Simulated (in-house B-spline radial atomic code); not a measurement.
Values are calculated unless marked as measured or tabulated.
**C6 from the polarisability at imaginary frequency: Lu+**

B97-1 linear response of the closed shell [Xe] 4f14 6s2, from an all-electron radial atomic-structure program (B-spline basis); scalar-relativistic (spin-free one-electron X2C), finite nucleus, no spin-orbit coupling; shells from n = 4 respond.

The dispersion coefficient of two like species is C6 = (3/π) ∫ α(iu)² du from 0 to ∞.

| u (hartree) | α(iu) (bohr³) |
| --- | --- |
| 0 | 61.17 |
| 0.0849 | 51.88 |
| 0.198 | 31.91 |
| 0.339 | 18.02 |
| 0.566 | 9.617 |
| 0.849 | 5.94 |
| 1.27 | 3.744 |
| 1.98 | 2.208 |
| 2.83 | 1.399 |
| 4.24 | 0.809 |
| 7.07 | 0.3906 |
| 14.1 | 0.1373 |

Question: Fit one oscillator, α(iu) = α(0)/(1 + u²/ω²), through u = 0.566 and estimate C6.

Answer: From α(0)/α(iu) − 1 = 61.17/9.617 − 1 = 5.3606, ω = u/√5.3606 = 0.2445 hartree (6.7 eV). London's formula gives C6 = (3/4) α(0)² ω = 0.75 × 61.17² × 0.2445 = 686 hartree·bohr⁶, and the oscillator holds f = α(0) ω² = 3.66 electrons, of a sum of oscillator strengths of 47.3.

Question: How does that compare with the full integral?

Answer: The program's quadrature over all excitations gives C6 = 614.8, so the single oscillator is off by +11.6 %. At the last point the fit gives α = 0.0184 against 0.137: higher excitations, and deeper shells where there are any, keep the true curve higher at large u.
